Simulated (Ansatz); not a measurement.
`C#[C][Zr]([F])([F])[Cl]` + `B[SeH]` → `[F][Zr]([F])([Cl])[SeH]` + `BC#C`  (redistribution)

Computed with Ansatz on PBE0-D4/def2-TZVP structures; ΔE is electronic, products minus reactants. CCSD(T)/CBS is the MP2 limit (def2-TZVPP, def2-QZVPP) plus CCSD(T) − MP2 in def2-TZVPP, frozen cores. Functionals use def2-TZVPP. HSE06 is defined as in plane-wave codes. def2 core potentials past Kr. For Se, Zr outer-core shells are correlated without core-valence functions, which leaves a few kJ/mol of doubt a bond. Scalar relativity is left out up to krypton. Each species was taken in one conformer, which may not be the lowest.

`C#[C][Zr]([F])([F])[Cl]`:

Cartesian coordinates in Å:
```
C -1.767 -1.179 -0.697
C -0.817 -0.535 -0.298
Zr 0.866 0.618 0.432
F 1.535 -0.206 1.989
F 0.273 2.358 0.846
Cl 2.511 0.689 -1.224
H -2.602 -1.744 -1.048
```

`B[SeH]`:

```xyz
5

B    -0.370   -0.156    0.496
Se    0.180   -0.254   -1.319
H     0.193    0.550    1.269
H    -1.299   -0.839    0.792
H     1.296    0.700   -1.238
```

`[F][Zr]([F])([Cl])[SeH]`:

Cartesian coordinates in Å:
```
F 0.910 0.947 1.491
Zr -0.055 -0.321 0.483
F 0.392 -2.093 0.936
Cl -2.337 0.041 0.819
Se 0.539 -0.013 -1.994
H 0.551 1.439 -1.736
```

`BC#C`:

```xyz
6

B    -0.546   -0.955   -0.271
C     0.177    0.310    0.088
C     0.760    1.329    0.378
H    -0.978   -1.100   -1.374
H    -0.686   -1.813    0.547
H     1.273    2.228    0.633
```

(1) Is it downhill or uphill in electronic energy at CCSD(T)/CBS, and by how much? (An estimate is asked.)

(2) What do these levels give: LDA (SPW92), BLYP-D4, PBE0-D4, r2SCANh-D4, HSE06-D4, CAM-B3LYP-D4, PBE-QIDH, CCSD(T)/def2-SVP, SCS-MP2/def2-TZVPP, CCSD(T)/def2-TZVPP, HF/def2-QZVPP, HF/CBS(def2)? (An estimate is asked.)

Largest T1 diagnostic among the species: 0.017.

Results:

(1) Ansatz gave: Downhill: ΔE = -31.1 kJ/mol.

(2) Ansatz gave: LDA (SPW92) -39.0, BLYP-D4 -36.6, PBE0-D4 -36.8, r2SCANh-D4 -37.6, HSE06-D4 -37.0, CAM-B3LYP-D4 -37.0, PBE-QIDH -34.2, CCSD(T)/def2-SVP -21.1, SCS-MP2/def2-TZVPP -26.8, CCSD(T)/def2-TZVPP -25.6, HF/def2-QZVPP -40.1, HF/CBS(def2) -40.3 kJ/mol.

At CCSD(T), def2-SVP lies +9.9 kJ/mol from the extrapolated value and def2-TZVPP +5.5 kJ/mol. From BLYP to BHLYP (50 % exact exchange), in def2-TZVPP and without D4, ΔE moves by −3.5 kJ/mol.
